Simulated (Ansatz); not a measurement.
Cost and result up the ladder for `COc1ccc(-c2ccc(-c3ccc(-c4ccc(-c5ccc(C(F)=C(F)F)cc5)o4)o3)o2)cc1` (51 atoms). Charge 0, multiplicity 1. Geometry: PBE-D4/def2-SVP.

Ansatz on 2 threads of AMD EPYC 7R13 on a shared host and a share (18 GiB) of an NVIDIA H100 80GB HBM3. Times are rough, and most runs start from the orbitals of an earlier one. PBE0-D4/def2-TZVP serves as the yardstick here, not as an exact answer. Differences are given only for rows in sets of like size (and for xTB, whose basis is part of the method), since another set adds its own error. Binding counts from free atoms at the same level (C triplet, O triplet, F doublet, H doublet; other spins of the atoms weren't run), without zero-point energy or a counterpoise term.

Single mean-field runs in def2-SVP, def2-TZVP are fitted with def2-universal-jkfit.

```json
{"level": "PBE0-D4/def2-TZVP", "functions": "1156", "binding energy per atom (eV)": "5.31", "difference from PBE0-D4/def2-TZVP (eV)": "0.00"}
{"level": "PBE0-D4/def2-SVP", "functions": "561", "binding energy per atom (eV)": "5.41", "difference from PBE0-D4/def2-TZVP (eV)": "–"}
{"level": "PBE-D4/def2-TZVP (with forces)", "functions": "1156", "binding energy per atom (eV)": "5.46", "difference from PBE0-D4/def2-TZVP (eV)": "0.16"}
{"level": "PBE-D4/def2-SVP", "functions": "561", "binding energy per atom (eV)": "5.57", "difference from PBE0-D4/def2-TZVP (eV)": "–"}
{"level": "r2SCAN-D4/def2-TZVP (with forces)", "functions": "1156", "binding energy per atom (eV)": "5.26", "difference from PBE0-D4/def2-TZVP (eV)": "-0.05"}
```

(1) Estimate how long each takes.

Results:

(1) PBE-D4/def2-SVP 7.5 s; PBE0-D4/def2-SVP 9.5 s; PBE-D4/def2-TZVP (with forces) 10 s; PBE0-D4/def2-TZVP 12 s; r2SCAN-D4/def2-TZVP (with forces) 13 s. On shared hardware such times vary by a factor of up to 3.
